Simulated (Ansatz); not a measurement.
`SBBCl`, charge 0, multiplicity 1.

(1) Give a relaxed structure at PBE0-D4/def2-TZVP (the Gaussian-basis code of Ansatz). (Estimate.)

Answers

(1) The calculation gave: 
Z-matrix (Å, degrees):
```
B
B 1 1.670
S 1 1.769 2 120.7
H 1 1.196 2 120.5 3 179.7
Cl 2 1.748 1 119.4 3 89.3
H 2 1.196 1 124.9 3 -93.0
H 3 1.345 1 99.6 2 180.0
```
